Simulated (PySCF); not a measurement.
Question: Write Cartesian coordinates for InChI=1S/C8H9N/c1-9-8-4-2-3-6-5-7(6)8/h2-4,9H,5H2,1H3 as optimised with GFN2-xTB.

Answer: 
```
atom  x, y, z in Å
C1    -0.7505    2.5171    0.3968
N2    -1.4103    1.2432    0.2498
C3    -0.6425    0.1070    0.1055
C4    -1.1789   -1.1923    0.3041
C5    -0.4526   -2.3489    0.1050
C6     0.8934   -2.3508   -0.3139
C7     1.3747   -1.0952   -0.4979
C8     0.6599    0.0605   -0.3012
C9     2.0744    0.1943   -0.7562
H10   -0.2383    2.6245    1.3624
H11   -0.0116    2.6208   -0.3968
H12   -1.4859    3.3141    0.2994
H13   -2.2364    1.1224    0.8186
H14   -2.2083   -1.2704    0.6263
H15   -0.9394   -3.2974    0.2816
H16    1.4433   -3.2678   -0.4575
H17    2.8288    0.5375   -0.0548
H18    2.2714    0.4875   -1.7829
```

Any rigid rotation of these coordinates is as good. Atoms count from 1 in this order. The 6-membered ring C3–C4–C5–C6–C7–C8 has internal angles of 111.8° to 125.1° (sum 720°, against 720° for a flat polygon); it is planar, 0.00 Å rms from its mean plane, widest ring torsion 0°. N2 (aniline-type nitrogen) has angles 118.9°, 115.0° and 114.6°, sum 348.5°, 0.25 Å off the plane of its three neighbours. The C–N distances run from 1.379 Å (N2–C3, drawn single) to 1.442 Å (C1–N2, drawn single), a spread of 0.063 Å. Of the pairs four or more bonds apart, C8···H11 is among the closest relative to their van der Waals radii: 2.65 Å, 91 % of the sum of Bondi's values.

Bonds between heavy atoms (Å): C1–N2 1.442, N2–C3 1.379, C3–C4 1.420, C4–C5 1.380, C5–C6 1.410, C6–C7 1.357, C7–C8 1.373, C8–C9 1.492, C3–C8 1.365, C7–C9 1.490.

The geometry is computed with GFN2-xTB (gas phase).

Point group: C1 (no symmetry element, even within 0.4 Å). Stationary, but not proved a minimum. One conformer, not necessarily the lowest (C1–N2–C3–C4 163°).
